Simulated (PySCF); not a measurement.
# Computed properties of Cd(Et) (C2H5Cd), SMILES C[CH2][Cd+], charge +1

C₂H₅Cd, SMILES C[CH2][Cd+], charge +1. Geometry: B3LYP-D3(BJ)/def2-TZVP. The multiplicity is an assumed one; other spin states were not compared. The isomer is the one that the SMILES or the coordinates give; other isomers of the formula were not compared. The def2 effective core potentials stand for the cores of Cd; spin–orbit coupling is left out. Other conformers were not sampled. All values are computed for the isolated molecule unless a solvent is named; none is compared with measurement here.

**Structure.** The optimised structure has Cs symmetry. All 18 harmonic modes at B3LYP-D3(BJ)/def2-TZVP (PySCF) are real, so it is a minimum. With heavy atoms numbered as in [Cd+:1][CH2:2][CH3:3], the shortest bond between them is C2–C3 at 1.487 Å and the longest Cd1–C2 at 2.310 Å.

**Vibrations.** The strongest infrared lines (harmonic, unscaled, degenerate partners summed) lie at 1136 cm⁻¹ (225 km/mol, H 72 %, C 28 %), 1040 cm⁻¹ (139 km/mol, C 65 %, H 35 %), 905 cm⁻¹ (91 km/mol, H 76 %, C 24 %). The softest mode is at 177 cm⁻¹ and the zero-point energy is 40.0 kcal/mol.

**Electronic structure.** HF/def2-TZVPD (PySCF) places the frontier levels at -14.12 and -5.48 eV, a gap of 8.64 eV and a mean polarisability of 66.6 bohr³. PBE/def2-TZVPD (PySCF) at the same geometry gives -12.16 and -9.39 eV, so its gap is 5.87 eV narrower. An orbital gap is neither the optical nor the fundamental gap.

**Excitations.** TDDFT-ωB97X/def2-SVPD (PySCF) has S1 at 4.21 eV (295 nm, f = 0.558, bright); the most intense of the 10 singlets computed lies at 4.21 eV (f = 0.56). T1 (TDA) is at 1.93 eV. TDDFT-PBE/def2-SVPD (PySCF) puts S1 at 4.33 eV. No vertical singlet excitation falls in the visible range (under 3.1 eV).
